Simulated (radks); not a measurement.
Results of a calculation; reference values are marked as such.
Mg, 12 electrons, occupied as [Ne] 3s2. Code: a radial shooting solver on a logarithmic mesh with Libxc functionals. Model: non-relativistic Kohn-Sham, LDA (Slater exchange, Perdew-Wang correlation), spin-unpolarised, spherical densities, point nucleus.

Unscreened Slater integrals over Kohn-Sham orbitals (cm^-1).

integral,value
"F0(3s,3s)",63383
"F0(3s,2p)",85421
"G1(3s,2p)",4670.1
"F0(3s,2s)",85264
"G0(3s,2s)",3623.6
"F0(3s,1s)",90800
"G0(3s,1s)",1538.7
"F0(2p,2p)",294330
"F2(2p,2p)",132630
"F0(2p,2s)",287620
"G1(2p,2s)",172320
"F0(2p,1s)",421980
"G1(2p,1s)",52491
"F0(2s,2s)",284130
"F0(2s,1s)",404030
"G0(2s,1s)",30887
"F0(1s,1s)",1572000
